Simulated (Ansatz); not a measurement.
The first iterations of a band of C₂H₃AlS (7 atoms, charge 0, multiplicity 1).

Computed with Ansatz 0.2.0, RHF/6-31G*.

```json
{"movable images": "7", "climbing image": "yes", "spring": "0.1 eV/Å²", "optimiser": "quadratic models (default)", "start path": "through a guess of the saddle point", "force threshold": "0.05 eV/Å", "iteration limit": "60", "end points": "relaxed"}
```

Initial state:

```xyz
7
Properties=species:S:1:pos:R:3
Al -0.516 1.221 0.015
C 0.586 -0.341 0.392
C 0.364 -1.448 -0.240
S 0.050 -2.755 -1.034
H -1.660 1.098 -1.064
H -0.209 2.549 0.813
H 1.385 -0.325 1.118
```

Final state:

```xyz
7
Properties=species:S:1:pos:R:3
Al -0.516 1.222 0.015
C 0.585 -0.342 0.391
C 0.364 -1.449 -0.241
S 0.050 -2.756 -1.033
H -0.206 2.549 0.813
H -1.662 1.101 -1.062
H 1.385 -0.325 1.116
```

| iteration | highest image above the first end (eV) | largest band force component (eV/Å) |
| --- | --- | --- |
| 1 | 11.968 | 30.206 |
| 2 | 3.714 | 10.129 |
| 3 | 1.374 | 5.084 |
| 4 | 0.357 | 1.991 |

Does the band converge within its limit, and where does its top end?

The run converged. It ended after 12 iterations with the highest image 0.219 eV above the first end. Another band between the same ends (7 images) ends at a top of the same energy, where a vibrational analysis finds 1 clearly imaginary mode.

Run time: 76 s on 1 thread of Intel(R) Xeon(R) 6975P-C (Granite Rapids) (shared host), peak memory 0.15 GiB.
